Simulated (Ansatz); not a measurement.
`C[O][Ta](=[O])([F])[N](C)C`, relaxed with RKS PBE-D4/def2-SVP in the Gaussian-basis code of Ansatz from a rough embedded geometry. The force threshold is 0.03 eV/Å; the program also tests the step.

Charge 0, multiplicity 1. Ta: def2 effective core potential.

Start:

```xyz
17

C    -2.336    1.112   -0.219
O    -1.306    1.449    0.551
Ta    0.366    1.132   -0.723
O     1.642    2.683   -0.513
F    -0.218    1.032   -2.738
N     1.385   -0.702   -0.153
C     1.887   -0.515    1.225
C     0.402   -1.730   -0.216
H    -2.518    1.853   -1.035
H    -2.251    0.093   -0.631
H    -3.331    1.114    0.399
H     1.039   -0.215    1.904
H     2.584    0.246    1.220
H     2.313   -1.480    1.611
H    -0.462   -1.535    0.469
H     0.807   -2.713    0.098
H    -0.002   -1.824   -1.251
```

```json
{"step": "1", "energy (eV)": "-13092.2687", "largest force (eV/Å)": "7.378", "largest move (Å)": "0.000"}
{"step": "2", "energy (eV)": "-13094.7786", "largest force (eV/Å)": "1.885", "largest move (Å)": "0.195"}
{"step": "3", "energy (eV)": "-13095.3270", "largest force (eV/Å)": "0.959", "largest move (Å)": "0.195"}
{"step": "4", "energy (eV)": "-13095.5331", "largest force (eV/Å)": "0.496", "largest move (Å)": "0.195"}
{"step": "5", "energy (eV)": "-13095.6658", "largest force (eV/Å)": "0.570", "largest move (Å)": "0.195"}
{"step": "6", "energy (eV)": "-13095.7482", "largest force (eV/Å)": "0.579", "largest move (Å)": "0.196"}
{"step": "7", "energy (eV)": "-13095.7961", "largest force (eV/Å)": "0.635", "largest move (Å)": "0.195"}
{"step": "8", "energy (eV)": "-13095.8392", "largest force (eV/Å)": "0.436", "largest move (Å)": "0.200"}
{"step": "9", "energy (eV)": "-13095.8618", "largest force (eV/Å)": "0.175", "largest move (Å)": "0.086"}
{"step": "10 (rejected)", "energy (eV)": "-13095.8607", "largest force (eV/Å)": "1.179", "largest move (Å)": "0.164"}
{"step": "11", "energy (eV)": "-13095.8702", "largest force (eV/Å)": "0.042", "largest move (Å)": "0.081"}
{"step": "13", "energy (eV)": "-13095.8821", "largest force (eV/Å)": "0.200", "largest move (Å)": "0.146"}
{"step": "15", "energy (eV)": "-13095.8892", "largest force (eV/Å)": "0.623", "largest move (Å)": "0.193"}
{"step": "17", "energy (eV)": "-13095.9173", "largest force (eV/Å)": "0.296", "largest move (Å)": "0.108"}
{"step": "19", "energy (eV)": "-13095.9608", "largest force (eV/Å)": "0.483", "largest move (Å)": "0.195"}
{"step": "21", "energy (eV)": "-13095.9902", "largest force (eV/Å)": "0.125", "largest move (Å)": "0.131"}
{"step": "23", "energy (eV)": "-13095.9982", "largest force (eV/Å)": "0.136", "largest move (Å)": "0.072"}
{"step": "25", "energy (eV)": "-13096.0008", "largest force (eV/Å)": "0.026", "largest move (Å)": "0.051"}
{"step": "27", "energy (eV)": "-13096.0018", "largest force (eV/Å)": "0.030", "largest move (Å)": "0.015"}
{"step": "29", "energy (eV)": "-13096.0023", "largest force (eV/Å)": "0.066", "largest move (Å)": "0.076"}
{"step": "30", "energy (eV)": "-13096.0026", "largest force (eV/Å)": "0.015", "largest move (Å)": "0.005"}
```

End:

```xyz
17

C    -2.753    1.521   -0.329
O    -1.591    0.901   -0.826
Ta    0.322    0.948   -0.876
O     0.906    2.352   -0.023
F     0.988    0.887   -2.676
N     1.022   -0.585    0.178
C     1.867   -0.562    1.363
C     0.631   -1.930   -0.233
H    -3.448    1.748   -1.167
H    -3.276    0.841    0.379
H    -2.517    2.470    0.202
H     1.355   -1.038    2.233
H     2.119    0.480    1.634
H     2.817   -1.121    1.191
H     0.060   -2.454    0.569
H     1.519   -2.555   -0.484
H    -0.019   -1.903   -1.135
```

Run time 59 s (2 threads of an AMD EPYC 7R13 on a shared host and a share of an NVIDIA H100 80 GB); peak host memory 0.88 GiB.
